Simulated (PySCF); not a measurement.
B(Cl)(Br)(NH2) (BBrClH2N), SMILES NB(Cl)Br. Atoms are numbered in the order given.

```xyz
6

B      0.4251     0.5897     0.0000
Cl    -0.7487     1.9060     0.0000
Br    -0.1862    -1.2374     0.0000
N      1.7844     0.8602     0.0000
H      2.4840     0.1300     0.0000
H      2.1453     1.8055     0.0000
```
Charge 0, spin multiplicity 1.

Coordinates come from a PBE0-D3(BJ)/def2-SVP optimisation. Other conformers were not sampled.

Computed with PBE0/def2-TZVPD (PySCF).

ESP charges are fitted to the potential on shells at 1.4 to 2.0 van der Waals radii. Atomic charges (e):

```
atom  meta-Löwdin  ESP fit
----  -----------  -------
B1           0.13     0.21
Cl2         -0.10      ___
Br3         -0.10    -0.11
N4          -0.45      ___
H5           0.26      ___
H6           0.26      ___
```

Task: What belongs in the gaps? (An estimate is asked for; the answer gives what the named calculation found.)

Result: 
- Cl2, ESP fit: -0.11
- N4, ESP fit: -0.72
- H5, ESP fit: 0.36
- H6, ESP fit: 0.37
